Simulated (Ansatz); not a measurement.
**Ligand exchange: InH2(NH2) + CH4O → InH2(OH) + CH5N**

Species: InH2(NH2), singlet; CH4O (methanol) `CO`, singlet; InH2(OH), singlet; CH5N (methylamine) `CN`, singlet. The partners trade NH2 for OH: In–NH2 and C–OH bonds give way to In–OH and C–NH2.

Shapes, held fixed at every level: PBE0-D4/def2-TZVP. Programs: Ansatz 0.2.0. The zero-point and thermal change to 298 K, harmonic and unscaled (PBE0-D4/def2-TZVP), is +1.7 kJ/mol.

| level | kind | ΔH(298 K) (kJ/mol) | less CCSD(T)/def2-TZVPP |
| --- | --- | --- | --- |
| HF/def2-SVP | Hartree–Fock | -27.8 | +2.9 |
| SPW92/def2-TZVPP | LDA | -28.2 | +2.5 |
| wB97M-V/def2-TZVPP | range-separated hybrid | -31.2 | -0.5 |
| wB97X-V/def2-TZVPP | range-separated hybrid | -31.9 | -1.2 |
| MP2/def2-SVP | perturbation theory | -34.3 | -3.6 |
| CCSD(T)/def2-SVP | coupled cluster or CI | -30.7 | 0.0 |
| CCSD/def2-TZVPP | coupled cluster or CI | -30.2 | +0.5 |
| CCSD(T)/def2-TZVPP | coupled cluster or CI | -30.7 | 0.0 |

The highest level, CCSD(T)/def2-TZVPP, gives ΔH(298 K) = -30.7 kJ/mol; the levels span -34.3 to -27.8. The column of differences is taken from that level and isn't an error. No measured value is set beside it here. For atoms past krypton def2 sets carry core potentials with scalar relativity. Correlated rows may include outer-core shells of In, which these sets cover unevenly.
